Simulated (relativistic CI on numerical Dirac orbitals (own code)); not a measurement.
**Ti4+ in a cubic cluster: L2,3 absorption with charge transfer**

Computed with a charge-transfer multiplet model of a cubic metal-ligand cluster with up to 2 ligand holes, Slater and spin-orbit integrals from Dirac-Coulomb-Breit ions, Slater integrals scaled by 0.8. The ground state mixes d0 with configurations of k ligand holes L, whose averages lie at kΔ + k(k − 1)U_dd/2; a core hole lowers each added d electron by U_cd. 300 K, Lorentzian 0.4 eV and Gaussian 0.3 eV FWHM.

Atomic integrals in eV (Slater integrals scaled, ζ unscaled), ground: F2dd 6.578, F4dd 4.090, zeta_d 0.013; with the core hole: F2dd 6.578, F4dd 4.090, zeta_d 0.032, zeta_core 3.741, F2cd 5.066, G1cd 3.785, G3cd 2.149. Where a configuration has fewer than two d electrons, the dd integrals are those of d2.

Cluster parameters (eV): Δ = 3, U_dd = 4.1, U_cd = 5.3, 10Dq(ligand) = 1.4, V(eg) = 3.2, V(t2g) = -1.38, final-state hopping factor = 0.8.

| Case | n_d | d0 | d1L | d2L2 | S |
| --- | --- | --- | --- | --- | --- |
| 10Dq = 1.1 eV | 0.76 | 0.38 | 0.49 | 0.13 | 0.00 |
| 10Dq = 1.4 eV | 0.75 | 0.38 | 0.49 | 0.13 | 0.00 |
| 10Dq = 2 eV | 0.74 | 0.39 | 0.49 | 0.13 | 0.00 |

Weights, n_d and S are thermal averages at 300 K. Photon energies count from the first peak over 30 % of the highest in each spectrum, which can be another peak from case to case. The parameters are a model scan and need not match a compound or its usual spin state. Peaks in eV (height, largest 100):
- 10Dq = 1.1 eV: -1.0 (5), 0.0 (33), 2.1 (100), 5.4 (36), 7.5 (89), 7.9 (88)
- 10Dq = 1.4 eV: -1.0 (6), 0.0 (44), 2.3 (100), 5.6 (46), 7.6 (97)
- 10Dq = 2 eV: -1.1 (7), 0.0 (58), 2.7 (80), 5.6 (65), 8.0 (100), 8.7 (71)

A d0 ion has no d-d gap: its lowest excitations are ligand-to-metal charge transfer. With the core hole the configuration with one ligand hole lies at Δ + U_dd − U_cd = 1.8 eV above the one without, against Δ in the ground state. The added d electron screens the hole, so the order of the configurations is kept and charge-transfer satellites are weaker than in photoemission.

With at most 2 ligand holes the space is cut while the next configuration still counts, so covalency is underestimated, and a final configuration with one more ligand hole, which can lie low, is missing from the spectra.
